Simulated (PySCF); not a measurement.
C₆H₈F₄O.
Atom-mapped SMILES: `[F:1][C:2]([F:3])([F:4])[C@@:5]1([F:6])[CH2:7][CH2:8][CH2:9][O:10][CH2:11]1`

Cartesian coordinates in Å at the GFN2-xTB level; atoms count from 1:
```
atom  x, y, z in Å
F1    -3.007    0.932   -0.168
C2    -2.211   -0.141   -0.186
F3    -2.816   -1.096    0.524
F4    -2.176   -0.572   -1.458
C5    -0.795    0.165    0.329
F6    -0.949    0.595    1.633
C7     0.069   -1.096    0.309
C8     1.511   -0.719    0.651
C9     1.978    0.393   -0.287
O10    1.163    1.540   -0.161
C11   -0.167    1.296   -0.508
H12    0.017   -1.537   -0.689
H13   -0.329   -1.813    1.030
H14    1.554   -0.356    1.678
H15    2.158   -1.590    0.556
H16    1.966    0.039   -1.329
H17    2.985    0.725   -0.032
H18   -0.709    2.227   -0.329
H19   -0.253    1.017   -1.571
```

NICS is the negative of the GIAO shielding at a point without a nucleus: at the ring centre (0) and 1 Å above and below it (1); zz is the component along the ring normal. Level: GIAO PBE0/pcSseg-1 (PySCF, non-relativistic, gas phase) on the GFN2-xTB geometry, one conformer.

Ring bond lengths (Å), with Mayer bond orders in brackets: C5–C7 1.529 (0.98), C7–C8 1.528 (1.03), C8–C9 1.528 (1.04), C9–O10 1.413 (0.93), O10–C11 1.396 (0.96), C11–C5 1.540 (0.94).

Task: What do the NICS probes read (ppm)?

Result: 
| ring | type | NICS(0) | NICS(1), two faces | NICS(1)zz, two faces | rms pucker (Å) | centre to ring atoms, mean (Å) |
| --- | --- | --- | --- | --- | --- | --- |
| C5–C7–C8–C9–O10–C11 | 6-membered ring with O; formal bonds all single | -1.8 | -1.9 / -1.5 | 2.3 / 3.5 | 0.23 | 1.44 |

Task: What do they say, and how far can they be read as aromaticity?

Result: 
- C5–C7–C8–C9–O10–C11: mean NICS(1)zz 2.9 ppm, near zero. C5, C7, C8, C9, C11 have four or more neighbours, and the NICS criterion for π rings isn't applied.

Task: What are the shieldings of the ring atoms and their hydrogens in the same run (means over atoms taken as equivalent)?

Result: 
```tsv
atoms	environment	σ isotropic (ppm)
C5	sp3 C–F carbon	94.1
C7	ring CH2 carbon	156.4
C8	ring CH2 carbon	163.0
C9	sp3 carbon bound to oxygen	116.2
O10	cyclic ether oxygen	308.5
C11	sp3 carbon bound to oxygen	115.2
H12	methylene hydrogen	30.03
H13	methylene hydrogen	29.36
H14	methylene hydrogen	29.52
H15	methylene hydrogen	30.38
H16	methylene hydrogen	28.38
H17	methylene hydrogen	27.55
H18	methylene hydrogen	27.20
H19	methylene hydrogen	28.04
```

The list is cut; further classes of hydrogen are left out.
